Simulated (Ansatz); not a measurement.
(1) Predict a relaxed structure of the cluster Au₂O⁺, charge 1, doublet, at r2SCAN-D4/def2-TZVP (Ansatz).

Answers

(1) 
```tsv
atom	x (Å)	y (Å)	z (Å)
Au1	1.425	0.210	-0.915
Au2	-1.017	-0.598	1.234
O3	-0.408	0.388	-0.319
```
Point group C2v (tolerance 0.1 Å). This is one stationary point.

In the def2 sets Au takes a core potential; there is no spin–orbit coupling. The relaxation made no stability test and no search for a lower SCF solution. The structure comes from a short search, and lower isomers may exist.
